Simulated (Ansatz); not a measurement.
Energy on a grid of two coordinates

CH2STe (SMILES S=C[TeH]), closed shell, PBE0-D4/def2-TZVP minimum:

S1  (-0.859, -1.884, -0.708)
C2  (-0.359, -0.537, 0.011)
Te3  (0.980, 0.825, -0.812)
H4  (-0.700, -0.242, 1.004)
H5  (0.938, 1.837, 0.505)
(Å)

Rows set the bond length S1–C2 (Å; 1.606 at the minimum), columns the angle H4–C2–S1 (°; 122.5), set in this order; the parts move rigidly, in a bend the first-named atom's side turns in the plane, and in a torsion the whole end group turns. CCSD(T) energies count from the value at that structure, in eV. Ansatz 0.2.0; basis: def2-TZVPP; cores frozen in the correlated methods. Filled d shells of the heavier atoms are correlated. Core potentials replace the inner electrons of the atoms past krypton. The def2 sets are not built for correlating such inner shells, so the correlated values are less sure here.

| S1–C2 \ H4–C2–S1 | 92.5 | 102.5 | 112.5 | 122.5 | 132.5 | 142.5 | 152.5 |
| --- | --- | --- | --- | --- | --- | --- | --- |
| 1.414 | 2.425 | ? | 1.420 | 1.238 | 1.261 | 1.490 | 1.932 |
| 1.495 | 1.392 | 0.857 | 0.524 | 0.389 | 0.447 | 0.702 | 1.161 |
| 1.614 | ? | 0.332 | 0.075 | -0.003 | 0.096 | 0.378 | 0.853 |
| 1.753 | 0.825 | 0.481 | 0.295 | 0.267 | 0.401 | 0.703 | 1.187 |
| 1.907 | 1.361 | 1.099 | 0.972 | 0.985 | 1.144 | 1.457 | 1.940 |
| 2.073 | 2.139 | 1.945 | 1.867 | ? | 2.086 | 2.402 | 2.877 |
| 2.249 | – | – | – | ? | 3.068 | 3.379 | 3.835 |

Fill in the withheld cells. (An estimate is asked for; the value comes from the calculation.)

The calculation gives: (1.414, 102.5): 1.814; (1.614, 92.5): 0.770; (2.073, 122.5): 1.911; (2.249, 122.5): 2.883 eV. These count from the CCSD(T) energy at the PBE0-D4 minimum.

The same grid for a cheaper method: PBE-D4 − CCSD(T), both counted from the minimum, in eV:
```csv
S1–C2 \ H4–C2–S1,92.5,102.5,112.5,122.5,132.5,142.5,152.5
1.414,-0.036,-0.008,-0.004,-0.015,-0.035,-0.064,-0.106
1.495,-0.016,0.008,0.010,-0.001,-0.022,-0.053,-0.095
1.614,-0.008,0.012,0.012,0.000,-0.022,-0.052,-0.093
1.753,-0.015,0.000,-0.001,-0.013,-0.034,-0.062,-0.101
1.907,-0.025,-0.014,-0.017,-0.030,-0.049,-0.076,-0.110
2.073,-0.019,-0.014,-0.022,-0.038,-0.059,-0.085,-0.116
2.249,–,–,–,-0.045,-0.073,-0.099,-0.125
```

The T1 diagnostic stays at or below 0.060. The T1 diagnostic is large here, which may signal multireference character or strong orbital relaxation, so CCSD(T) is less sure. The restricted Hartree–Fock reference is unstable towards an unrestricted one here.

For scale, one of the runs: CCSD(T)/def2-TZVPP, 151 basis functions, launched by `ansatz run in.yaml --threads 2 --pin off --events-out ev --progress --plain --max-ram 4352MiB`. The run took 39 s on 2 CPU threads of an Intel Xeon Platinum 8488C (shared host), with 1.1 GiB of host memory at its peak.
